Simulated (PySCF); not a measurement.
Species: C5H15NSi2.
SMILES with atom numbers: `[CH3:1][SiH2:2]/[CH:3]=[CH:4]/[SiH2:5][N:6]([CH3:7])[CH3:8]` (hydrogens: H9, H10, H11 on C1; H12, H13 on Si2; H14 on C3; H15 on C4; H16, H17 on Si5; H18, H19, H20 on C7; H21, H22, H23 on C8)

The same species was optimised twice, with GFN2-xTB and with PBE0-D3(BJ)/def2-SVP (PySCF), and the same property calculations (PySCF, gas phase) were run on both structures.

| coordinate | GFN2-xTB | PBE0-D3(BJ)/def2-SVP | change |
| --- | --- | --- | --- |
| C1–Si2 (Å) | 1.899 | 1.880 | -0.019 |
| C3=C4 (Å) | 1.331 | 1.346 | +0.015 |
| Si5–N6 (Å) | 1.721 | 1.736 | +0.015 |
| C4–Si5 (Å) | 1.881 | 1.873 | -0.008 |
| Si2–C3 (Å) | 1.883 | 1.876 | -0.007 |
| N6–C8 (Å) | 1.442 | 1.441 | -0.001 |
| N6–C7 (Å) | 1.439 | 1.440 | +0.001 |
| C4–Si5–N6 (°) | 106.2 | 109.8 | +3.6 |
| C1–Si2–C3 (°) | 108.7 | 111.0 | +2.3 |
| C7–N6–C8 (°) | 112.3 | 114.2 | +1.9 |
| C3–C4–Si5 (°) | 125.1 | 123.4 | -1.7 |
| Si5–N6–C7 (°) | 121.1 | 122.6 | +1.5 |
| Si2–C3–C4 (°) | 125.7 | 124.6 | -1.1 |
| Si5–N6–C8 (°) | 121.5 | 120.5 | -1.0 |
| C1–Si2–C3–C4 (°) | -137 | -119 | +18 |
| C3–C4–Si5–N6 (°) | 142 | 123 | -19 |
| C4–Si5–N6–C7 (°) | 163 | 150 | -13 |

Rotational constants: A = 4204, B = 451.5, C = 421.1 MHz (GFN2-xTB) against A = 4062, B = 454.3, C = 425.6 MHz (PBE0-D3(BJ)/def2-SVP). Point groups within 0.08 Å: C1 and C1.

On the GFN2-xTB structure: HOMO (eV) -6.26 [PBE0/pcSseg-1]; LUMO (eV) -0.75 [PBE0/pcSseg-1]; dipole (D) 0.37 [PBE0/pcSseg-1]; GIAO shielding of C1 (ppm) 193.2 [PBE0/pcSseg-1]; GIAO shielding of Si2 (ppm) 393.4 [PBE0/pcSseg-1]; GIAO shielding of C3 (ppm) 27.1 [PBE0/pcSseg-1]; GIAO shielding of C4 (ppm) 26.7 [PBE0/pcSseg-1]; GIAO shielding of Si5 (ppm) 378.3 [PBE0/pcSseg-1]; GIAO shielding of N6 (ppm) 251.7 [PBE0/pcSseg-1]; GIAO shielding of C7/C8 (mean) (ppm) 145.7 [PBE0/pcSseg-1].

Task: What do these properties become on the PBE0-D3(BJ)/def2-SVP structure?

Result: 
```json
{"property": "HOMO (eV)", "level": "PBE0/pcSseg-1", "on GFN2-xTB": "-6.26", "on PBE0-D3(BJ)/def2-SVP": "-6.25", "change": "+0.01"}
{"property": "LUMO (eV)", "level": "PBE0/pcSseg-1", "on GFN2-xTB": "-0.75", "on PBE0-D3(BJ)/def2-SVP": "-0.87", "change": "-0.12"}
{"property": "dipole (D)", "level": "PBE0/pcSseg-1", "on GFN2-xTB": "0.37", "on PBE0-D3(BJ)/def2-SVP": "0.21", "change": "-0.16"}
{"property": "energy, GFN2-xTB geometry as zero (kcal/mol)", "level": "PBE0/pcSseg-1", "on GFN2-xTB": "0.0", "on PBE0-D3(BJ)/def2-SVP": "-2.3", "change": "-2.3"}
{"property": "GIAO shielding of C1 (ppm)", "level": "PBE0/pcSseg-1", "on GFN2-xTB": "193.2", "on PBE0-D3(BJ)/def2-SVP": "190.2", "change": "-3.0"}
{"property": "GIAO shielding of Si2 (ppm)", "level": "PBE0/pcSseg-1", "on GFN2-xTB": "393.4", "on PBE0-D3(BJ)/def2-SVP": "387.0", "change": "-6.4"}
{"property": "GIAO shielding of C3 (ppm)", "level": "PBE0/pcSseg-1", "on GFN2-xTB": "27.1", "on PBE0-D3(BJ)/def2-SVP": "22.1", "change": "-5.0"}
{"property": "GIAO shielding of C4 (ppm)", "level": "PBE0/pcSseg-1", "on GFN2-xTB": "26.7", "on PBE0-D3(BJ)/def2-SVP": "24.1", "change": "-2.6"}
{"property": "GIAO shielding of Si5 (ppm)", "level": "PBE0/pcSseg-1", "on GFN2-xTB": "378.3", "on PBE0-D3(BJ)/def2-SVP": "372.3", "change": "-6.0"}
{"property": "GIAO shielding of N6 (ppm)", "level": "PBE0/pcSseg-1", "on GFN2-xTB": "251.7", "on PBE0-D3(BJ)/def2-SVP": "250.3", "change": "-1.4"}
{"property": "GIAO shielding of C7/C8 (mean) (ppm)", "level": "PBE0/pcSseg-1", "on GFN2-xTB": "145.7", "on PBE0-D3(BJ)/def2-SVP": "144.7", "change": "-1.0"}
```

The heavy atoms differ by 0.097 Å rms after alignment. Among bonds between heavy atoms C1–Si2 changes most (-0.019 Å). Changes are differences of the printed values. Neither structure is proved a minimum here.

The values belong to the conformer `[CH3:1][SiH2:2]/[CH:3]=[CH:4]/[SiH2:5][N:6]([CH3:7])[CH3:8]`: C1–Si2–C3–C4 -119°, C3–C4–Si5–N6 123°, C4–Si5–N6–C7 150°.
